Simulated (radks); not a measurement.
Charge is removed step by step from the 6s1/2 level of Bi2+, starting from [Hg] 6p1. Calculated with a radial shooting solver on a logarithmic mesh with Libxc functionals: Dirac Kohn-Sham, PBE, spin-unpolarised, spherical densities, point nucleus; open shells fill j = l - 1/2 first.

removed (e)  E - E(0) (eV)  eigenvalue (eV)  E minus straight line (eV)
0                    0.000          -30.308                       0.000
0.1                  3.081          -31.322                      -0.464
0.2                  6.265          -32.341                      -0.826
0.3                  9.550          -33.366                      -1.086
0.4                 12.938          -34.396                      -1.244
0.5                 16.429          -35.432                      -1.298
0.6                 20.024          -36.473                      -1.248
0.7                 23.724          -37.519                      -1.094
0.8                 27.528          -38.571                      -0.835
0.9                 31.438          -39.627                      -0.470
1                   35.454          -40.689                       0.000

Removing the whole electron costs 35.454 eV by Delta-SCF, against 30.308 eV from minus the eigenvalue at the starting occupation. Slater's transition state (half an electron removed) gives 35.432 eV. Integrating minus the eigenvalue over the occupation (Janak's theorem) gives 35.454 eV. The mean slope of the eigenvalue, de/dn, is 10.4 eV per electron.
